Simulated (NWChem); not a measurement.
System: Si2NH5F2; SMILES F[SiH2]N[SiH2]F

Input file for NWChem:

```
start job
memory heap 200 mb stack 900 mb global 1100 mb
geometry units angstroms noautosym nocenter noautoz
  Si    -0.328921     1.383944    -0.087463
  F      0.839393     2.382625    -0.618096
  N      0.339334    -0.067883     0.567703
  Si     0.481635    -1.614999    -0.187155
  F     -0.705018    -2.616832     0.294547
  H     -1.059660     2.130714     0.968250
  H     -1.169700     1.021584    -1.255279
  H      0.694008    -0.003749     1.519656
  H      1.755598    -2.263774     0.215888
  H      0.340567    -1.429889    -1.652851
end
basis spherical
  * library def2-svp
end
dft
  xc m05-2x
  iterations 150
end
cosmo
  do_cosmo_smd true
  solvent dmf
end
task dft energy
```

Parts of the log:

```
             Northwest Computational Chemistry Package (NWChem) 7.3.0
             --------------------------------------------------------

                             Geometry "geometry" -> ""
                             -------------------------

 Output coordinates in angstroms (scale by  1.889725989 to convert to a.u.)

  No.       Tag          Charge          X              Y              Z
 ---- ---------------- ---------- -------------- -------------- --------------
    1 Si                  14.0000    -0.32892100     1.38394400    -0.08746300
    2 F                    9.0000     0.83939300     2.38262500    -0.61809600
    3 N                    7.0000     0.33933400    -0.06788300     0.56770300
    4 Si                  14.0000     0.48163500    -1.61499900    -0.18715500
    5 F                    9.0000    -0.70501800    -2.61683200     0.29454700
    6 H                    1.0000    -1.05966000     2.13071400     0.96825000
    7 H                    1.0000    -1.16970000     1.02158400    -1.25527900
    8 H                    1.0000     0.69400800    -0.00374900     1.51965600
    9 H                    1.0000     1.75559800    -2.26377400     0.21588800
   10 H                    1.0000     0.34056700    -1.42988900    -1.65285100

 Effective nuclear repulsion energy (a.u.)     300.7689181642

                                 NWChem DFT Module
                                 -----------------

 Summary of "ao basis" -> "ao basis" (spherical)
 ------------------------------------------------------------------------------
       Tag                 Description            Shells   Functions and Types
 ---------------- ------------------------------  ------  ---------------------
 Si                         def2-svp                 8       18   4s3p1d
 F                          def2-svp                 6       14   3s2p1d
 N                          def2-svp                 6       14   3s2p1d
 H                          def2-svp                 3        5   2s1p

 in cosmo_initialize ...
 calling solv_data for solv:dmf

 solvent parameters
 solvname_short: dmf
 solvname_long:  N,N-dimethylformamide
 dielec:       37.2190
 dielecinf:     2.0463
 nonaqueous SMD model solvent descriptors
 dielec:       37.2190
 sola:          0.0000
 solb:          0.7400
 solc:          0.0000
 solg:         49.5600
 solh:          0.0000
 soln:          1.4305

          ---------------
          -cosmo- solvent
          ---------------
 Cosmo: York-Karplus, doi: 10.1021/jp992097l
 dielectric constant -eps-     =  37.22
 screen = (eps-1)/(eps    )    =   0.97313
 surface charge correction     = lagrangian

   van der Waals surface
 --------------------------

[...]

                                COSMO-SMD solvation results
                                ---------------------------

             internal energy in gas <Psi(g)|H|Psi(g)> =      -836.178008904923
         internal energy in solvent <Psi(s)|H|Psi(s)> =      -836.177072982276
                               delta internal energy  =         0.000935922647 (    0.59 kcal/mol)
   total free energy in solvent <Psi(s)|H+V/2|Psi(s)> =      -836.186513009892
 polarization energy contribution <Psi(s)|V/2|Psi(s)> =        -0.009440027616 (   -5.92 kcal/mol)
    total free energy in solvent including G(SMD-CDS) =      -836.184331708801
                       G(SMD-CDS) energy contribution =         0.002181301090 (    1.37 kcal/mol)
     1 M fixed-concentration free energy of solvation =        -0.006322803878 (   -3.97 kcal/mol)

                       DFT Final Molecular Orbital Analysis
                       ------------------------------------

 Vector   27  Occ=2.000000D+00  E=-4.050273D-01
              MO Center= -1.9D-02, -1.3D-01, -3.9D-01, r^2= 5.5D+00
   Bfn.  Coefficient  Atom+Function         Bfn.  Coefficient  Atom+Function
  ----- ------------  ---------------      ----- ------------  ---------------
    84      0.232429   7 H  s                99      0.232398  10 H  s
    79     -0.201681   6 H  s                94     -0.201451   9 H  s
    10     -0.184285   1 Si pz               85      0.169766   7 H  s
   100      0.169772  10 H  s                56     -0.161868   4 Si pz
    24     -0.148703   2 F  pz               38     -0.131577   3 N  pz

 Vector   28  Occ=2.000000D+00  E=-3.972700D-01
              MO Center=  5.5D-02, -1.2D-01, -2.0D-01, r^2= 5.8D+00
   Bfn.  Coefficient  Atom+Function         Bfn.  Coefficient  Atom+Function
  ----- ------------  ---------------      ----- ------------  ---------------
    79      0.229094   6 H  s                94     -0.229221   9 H  s
    84     -0.209454   7 H  s                99      0.209639  10 H  s
    80      0.166388   6 H  s                95     -0.166512   9 H  s
    10      0.163927   1 Si pz               85     -0.148034   7 H  s
   100      0.148225  10 H  s                37      0.131661   3 N  py

 Vector   29  Occ=2.000000D+00  E=-3.596058D-01
              MO Center=  3.0D-01, -7.4D-02,  4.7D-01, r^2= 2.1D+00
   Bfn.  Coefficient  Atom+Function         Bfn.  Coefficient  Atom+Function
  ----- ------------  ---------------      ----- ------------  ---------------
    36      0.477367   3 N  px               39     -0.397999   3 N  px
    38     -0.182485   3 N  pz               41      0.153854   3 N  pz
    79     -0.113363   6 H  s                94      0.113356   9 H  s
    80     -0.106561   6 H  s                95      0.106528   9 H  s
    69      0.085553   5 F  py               40     -0.081496   3 N  py

 Vector   30  Occ=0.000000D+00  E= 7.802335D-02
              MO Center=  1.8D-01, -9.7D-02,  1.5D-01, r^2= 5.8D+00
   Bfn.  Coefficient  Atom+Function         Bfn.  Coefficient  Atom+Function
  ----- ------------  ---------------      ----- ------------  ---------------
    35      1.161151   3 N  s                11     -0.660626   1 Si px
    58     -0.497066   4 Si py               59     -0.495535   4 Si pz
    12      0.453401   1 Si py               90     -0.449871   8 H  s
    57      0.418339   4 Si px               95     -0.377479   9 H  s
    80     -0.375520   6 H  s                85     -0.314913   7 H  s

 Vector   31  Occ=0.000000D+00  E= 8.787238D-02
              MO Center=  5.9D-02, -1.1D-01, -1.7D-01, r^2= 6.0D+00
   Bfn.  Coefficient  Atom+Function         Bfn.  Coefficient  Atom+Function
  ----- ------------  ---------------      ----- ------------  ---------------
    12      0.613948   1 Si py               58     -0.607600   4 Si py
    11      0.555221   1 Si px               35      0.542246   3 N  s
    57     -0.539466   4 Si px               21     -0.343880   2 F  s
    67     -0.341051   5 F  s                85      0.337920   7 H  s
   100      0.338249  10 H  s                59      0.261161   4 Si pz

 Vector   32  Occ=0.000000D+00  E= 9.922408D-02
              MO Center=  2.0D-02, -1.4D-01, -3.0D-01, r^2= 5.8D+00
   Bfn.  Coefficient  Atom+Function         Bfn.  Coefficient  Atom+Function
  ----- ------------  ---------------      ----- ------------  ---------------
    57      0.654055   4 Si px               11      0.529910   1 Si px
    58      0.526157   4 Si py               12      0.499801   1 Si py
    13     -0.415837   1 Si pz               39     -0.396556   3 N  px
    67      0.390457   5 F  s                21     -0.388309   2 F  s
    36      0.224803   3 N  px               95     -0.181348   9 H  s

     Multipole analysis of the density
     ---------------------------------

     L   x y z        total         alpha         beta         nuclear
     -   - - -        -----         -----         ----         -------
     0   0 0 0     -0.000000    -29.000000    -29.000000     58.000000

     1   1 0 0      0.177645     -5.848245     -5.848245     11.874135
     1   0 1 0      0.031456      6.027823      6.027823    -12.024190
     1   0 0 1      0.476626      3.060627      3.060627     -5.644627

     2   2 0 0    -33.086285    -56.813686    -56.813686     80.541087
     2   1 1 0     -4.597142    -18.838490    -18.838490     33.079838
     2   1 0 1      1.737995      9.325376      9.325376    -16.912758
     2   0 2 0    -38.904098   -356.626273   -356.626273    674.348447
     2   0 1 1      2.228495     28.387140     28.387140    -54.545785
     2   0 0 2    -30.404790    -41.402935    -41.402935     52.401080
```

Level: M05-2X/def2-SVP, SMD on the gas-phase geometry. All runs use the structure optimised with PBE0/def2-SVP. Solvent: N,N-dimethylformamide.
